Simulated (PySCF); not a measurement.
Si(F)(Br)(NH2)2 (BrFH4N2Si), SMILES [Si](Br)(F)(N)N. Atoms are numbered in the order given.

```xyz
9

N     -1.6691    -1.2192     0.7543
Si    -0.1299    -0.5025     0.6432
N      1.0678    -1.6991     0.5279
F     -0.0356     0.4747     1.9378
Br     0.2203     0.8511    -1.0825
H     -1.9663    -1.9052     0.0696
H     -2.4496    -0.6967     1.1368
H      1.0896    -2.4826     1.1714
H      1.9631    -1.5155     0.0911
```
Charge 0, spin multiplicity 1.

Geometry: ωB97X-D3(BJ)/def2-SVP. The structure was generated by enumeration, and PubChem lists no compound with its InChIKey, so it may never have been made. One conformer was computed; it need not be the lowest.

Computed with TDDFT-LC-ωPBE/def2-SVPD (PySCF 2.14.0).

Vertical excitations. Isolated molecule, no solvent.

Task: List the lowest excited states. (Estimate from the structure and the level; the computed values follow.)

Result: 
```json
[
 {"state": "S1", "energy (eV)": "7.61", "λ (nm)": "163", "f": "0.072", "main pairs": "HOMO→LUMO 67 %"},
 {"state": "S2", "energy (eV)": "7.72", "λ (nm)": "161", "f": "0.014", "main pairs": "HOMO−1→LUMO 58 %"},
 {"state": "S3", "energy (eV)": "8.03", "λ (nm)": "154", "f": "0.046", "main pairs": "HOMO−2→LUMO 34 %, HOMO−1→LUMO+1 26 %, HOMO−1→LUMO+7 8 %, HOMO−1→LUMO+5 6 %"},
 {"state": "S4", "energy (eV)": "8.04", "λ (nm)": "154", "f": "0.060", "main pairs": "HOMO→LUMO+1 32 %, HOMO−3→LUMO 23 %, HOMO→LUMO+7 9 %"},
 {"state": "S5", "energy (eV)": "8.72", "λ (nm)": "142", "f": "0.040", "main pairs": "HOMO−1→LUMO+5 21 %, HOMO−1→LUMO+4 17 %, HOMO−3→LUMO 8 %, HOMO−2→LUMO 8 %"},
 {"state": "S6", "energy (eV)": "8.92", "λ (nm)": "139", "f": "0.079", "main pairs": "HOMO→LUMO+5 35 %, HOMO−3→LUMO 16 %, HOMO−2→LUMO 7 %, HOMO−1→LUMO+5 6 %"},
 {"state": "S7", "energy (eV)": "8.98", "λ (nm)": "138", "f": "0.024", "main pairs": "HOMO→LUMO+6 38 %, HOMO→LUMO+9 15 %, HOMO−2→LUMO+5 6 %"},
 {"state": "S8", "energy (eV)": "9.03", "λ (nm)": "137", "f": "0.057", "main pairs": "HOMO−2→LUMO+5 20 %, HOMO−2→LUMO+1 11 %, HOMO→LUMO+6 9 %, HOMO−1→LUMO 8 %"},
 {"state": "S9", "energy (eV)": "9.22", "λ (nm)": "134", "f": "0.113", "main pairs": "HOMO→LUMO+2 23 %, HOMO−3→LUMO+5 11 %, HOMO−3→LUMO+1 8 %, HOMO→LUMO 8 %"},
 {"state": "S10", "energy (eV)": "9.33", "λ (nm)": "133", "f": "0.004", "main pairs": "HOMO→LUMO+8 29 %, HOMO→LUMO+3 23 %, HOMO→LUMO+2 9 %"},
 {"state": "T1", "energy (eV)": "7.12", "λ (nm)": "174", "f": "0", "main pairs": "HOMO→LUMO 55 %, HOMO→LUMO+5 11 %"},
 {"state": "T2", "energy (eV)": "7.26", "λ (nm)": "171", "f": "0", "main pairs": "HOMO−1→LUMO 49 %, HOMO−2→LUMO+1 7 %"},
 {"state": "T3", "energy (eV)": "7.49", "λ (nm)": "165", "f": "0", "main pairs": "HOMO−2→LUMO 27 %, HOMO−1→LUMO+1 22 %, HOMO−1→LUMO+7 8 %, HOMO−1→LUMO+5 8 %"},
 {"state": "T4", "energy (eV)": "7.51", "λ (nm)": "165", "f": "0", "main pairs": "HOMO→LUMO+1 27 %, HOMO−3→LUMO 19 %, HOMO→LUMO+7 11 %"}
]
```
Triplets are in the Tamm–Dancoff approximation, which puts them higher than full response would, so one can lie above its singlet here.
